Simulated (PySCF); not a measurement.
Two species compared at the same levels of theory.

First species: C₅H₉ClSi₂.
Bonds: Cl1–C2, C2–Si3, Si3–C4, C4–C5 (double), C5–Si6, Si6–C7, C7–C8 (double), Si3–C8. Hydrogens: H9, H10 on C2; H11 on Si3; H12 on C4; H13 on C5; H14, H15 on Si6; H16 on C7; H17 on C8.

Second species: C₂H₈Si₂.
Atom-mapped SMILES: `[SiH3:1]/[CH:2]=[CH:3]\[SiH3:4]` (hydrogens: H5, H6, H7 on Si1; H8 on C2; H9 on C3; H10, H11, H12 on Si4)

Levels: CAM-B3LYP/def2-SVPD for dipole moment, HOMO energy, LUMO energy, HOMO–LUMO gap, static isotropic polarisability and electronic spatial extent ⟨r²⟩ about the centre of nuclear charge; TDDFT CAM-B3LYP/def2-SVPD for lowest singlet excitation; TDA CAM-B3LYP/def2-SVPD for lowest triplet excitation (Tamm–Dancoff); ΔSCF CAM-B3LYP/def2-SVPD for vertical ionisation energy; PBE0-D3(BJ)/def2-SVP for rotational constant A and rotational constant C. Geometries: PBE0-D3(BJ)/def2-SVP. Each species is one conformer at its optimised geometry, gas phase, non-relativistic unless stated; the electronic structure was computed with PySCF and density fitting.

The conformers computed, where there is a choice (atom-mapped SMILES and torsion angles):
- `[Cl:1][CH2:2][SiH:3]1[CH:4]=[CH:5][SiH2:6][CH:7]=[CH:8]1`: Cl1–C2–Si3–C4 60°

Question: Which of the two has the higher S1 energy, and by how much?

Answer: The second: 5.84 eV against 5.60 eV, a difference of 0.24 eV.

Question: Which has the higher rotational constant C?

Answer: The second: 1.806 GHz against 0.870 GHz, a difference of 0.936 GHz.

Question: Which has the higher vertical ionisation energy?

Answer: The second: 10.00 eV against 9.70 eV, a difference of 0.30 eV.

Question: Which has the higher HOMO energy?

Answer: The first: -9.06 eV against -9.26 eV, a difference of 0.20 eV.

Question: Which of the two has the higher ⟨r²⟩, and by how much?

Answer: The first: 1586 bohr² against 704 bohr², a difference of 882 bohr².

Question: Which has the higher T1 energy?

Answer: The first: 3.99 eV against 3.89 eV, a difference of 0.10 eV.

Question: Which of the two has the higher rotational constant A, and by how much?

Answer: The second: 8.602 GHz against 1.617 GHz, a difference of 6.985 GHz.

Question: Which has the higher HOMO–LUMO gap?

Answer: The second: 9.24 eV against 9.02 eV, a difference of 0.22 eV.

On the first: The polarisability is 17.72 Å³ as a volume (1 au = 0.148185 Å³), or 1.42 au for each of the 84 electrons. S1 lies 3.42 eV below the HOMO–LUMO gap; its leading configuration is HOMO−1→LUMO, weight 0.45, beside HOMO−2→LUMO, weight 0.41.

On the second: In wavenumbers S1 is 47100 cm⁻¹ (1 eV = 8065.54 cm⁻¹). The vertical singlet–triplet gap S1 − T1 is 1.95 eV (TDDFT singlet less Tamm–Dancoff triplet; S1: HOMO−1→LUMO, weight 0.95; T1: HOMO→LUMO, weight 0.88).
